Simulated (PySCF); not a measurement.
**Ionisation energy of Sn⁺ by level of theory**

Sn⁺ [Kr] 4d10 5s2 5p1 (2P) → Sn²⁺ [Kr] 4d10 5s2 (1S), as a difference of total energies. Calculation: PySCF 2.14, in x2c-TZVPPall; scalar relativity by spin-free X2C-1e. Correlated levels: valence: [Kr] 4d10 frozen. The calculations carry no spin-orbit coupling.

**Question.** Order these methods by the ionisation energy they give, lowest first.
A. CCSD (valence)
B. CCSDT (valence)
C. MP2 (valence)
D. UHF

**Answer.** D (13.717 eV), C (13.906 eV), A (13.966 eV), B (13.988 eV).

Errors of the correlated levels include the incompleteness of this basis and the frozen core.

For comparison: 14.282 eV (measured; NIST levels, between the centres of gravity of the two terms).
